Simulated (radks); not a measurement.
Values are calculated unless marked as measured or tabulated.
Ni2+, configuration [Ar] 3d8.

Code: a radial shooting solver on a logarithmic mesh with Libxc functionals. Model: non-relativistic Kohn-Sham, exchange-only B88, spin-unpolarised, spherical densities, point nucleus.

Energy parts (hartree):
part                   energy
total             -1506.10651
kinetic            1506.10651
electron-nucleus  -3578.21071
Hartree             627.32458
exchange            -61.32689

Orbitals (lengths in bohr, moments of r in powers of bohr; <r^-3> diverges for s and p1/2):
orbital  occ.  eigenvalue (hartree)  <1/r>      <r>  <r^-3>     <r^2>
1s          2             -299.2625  27.51  0.05483       -  0.004030
2s          2             -36.05680  5.949   0.2483       -   0.07269
2p          6             -31.57141  5.910   0.2166   598.4   0.05752
3s          2              -4.64105  1.884   0.7505       -    0.6508
3p          6              -3.27248  1.757   0.7832   75.56    0.7243
3d          8              -1.00943  1.387   0.9694   7.160     1.232

The highest occupied level is 3d at -27.468 eV. The electron density at the nucleus is 1.495e+04 e/bohr^3. For comparison, the ionisation energy in NIST's Atomic Spectra Database is 35.19 eV (measured). In exact Kohn-Sham theory the highest level is minus the ionisation energy, but local and semilocal functionals leave it too shallow, through self-interaction and a potential that decays too fast; potentials with the right tail come closer. Summed over all electrons, <r^2> = 16.00 bohr^2, which gives a Langevin (diamagnetic) susceptibility term of -12.7 x 10^-6 cm^3/mol.

Beside tabulated values, note that spin-unpolarised runs miss the spin-polarisation part of the exchange energy of open shells.
